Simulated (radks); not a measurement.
Results of a calculation; reference values are marked as such.
Task: All-electron atom: Ir II in [Xe] 4f13 5d8 6s1 (not the ground configuration). Level of theory: scalar-relativistic Kohn-Sham, PBEsol, spin-polarised, spherical densities, finite nucleus; open shells are filled with parallel spins first (spin-orbit coupling, left out, can overturn this in heavy ions); Fermi nuclear charge, rms radius 5.4032 fm (a radial shooting solver on a logarithmic mesh with Libxc functionals). Some entries of the table are withheld. Estimate them.

| orbital | occ. | eigenvalue (eV) | <1/r> (bohr^-1) | <r^2> (bohr^2) |
|---|---|---|---|---|
| 1s up | 1 | -76092.71 | 92.12 | 0.0004198 |
| 1s down | 1 | -76092.69 | 92.12 | 0.0004198 |
| 2s up | 1 | -13329.78 | 21.58 | 0.006422 |
| 2s down | 1 | -13329.61 | 21.58 | 0.006422 |
| 2p up | 3 | -11587.89 | 19.35 | 0.005366 |
| 2p down | 3 | -11587.74 | 19.35 | 0.005365 |
| 3s up | 1 | -3135.516 | 7.997 | 0.04152 |
| 3s down | 1 | -3134.730 | 7.999 | 0.04151 |
| 3p up | 3 | -2625.943 | 7.335 | 0.04247 |
| 3p down | 3 | -2625.144 | 7.336 | 0.04245 |
| 3d up | 5 | -2063.543 | 6.915 | 0.03519 |
| 3d down | 5 | -2062.876 | 6.916 | 0.03517 |
| 4s up | 1 | -684.8791 | 3.426 | 0.2015 |
| 4s down | 1 | -683.5020 | 3.425 | 0.2016 |
| 4p up | 3 | -517.1703 | 3.105 | 0.2294 |
| 4p down | 3 | -515.8413 | 3.104 | 0.2295 |
| 4d up | 5 | -311.0377 | 2.781 | 0.2617 |
| 4d down | 5 | -309.7177 | 2.780 | 0.2618 |
| 5s up | 1 | -111.0355 | 1.398 | 1.047 |
| 5s down | 1 | -109.6569 | 1.400 | 1.045 |
| 4f up | 7 | -81.8222 | 2.352 | 0.3335 |
| 4f down | 6 | -80.4401 | 2.352 | 0.3336 |
| 5p up | 3 | -66.7313 | 1.189 | 1.406 |
| 5p down | 3 | -65.2427 | 1.191 | 1.400 |
| 5d up | 5 | -17.3069 | 0.8184 | 3.038 |
| 5d down | 3 | -15.5961 | 0.8206 | 3.049 |
| 6s up | 1 | -14.4456 | 0.4824 | (1) |
| 6s down | 0 | -12.8040 | 0.4721 | (2) |

Result: 
(1) 6s up <r^2> (bohr^2): 7.779
(2) 6s down <r^2> (bohr^2): 8.174
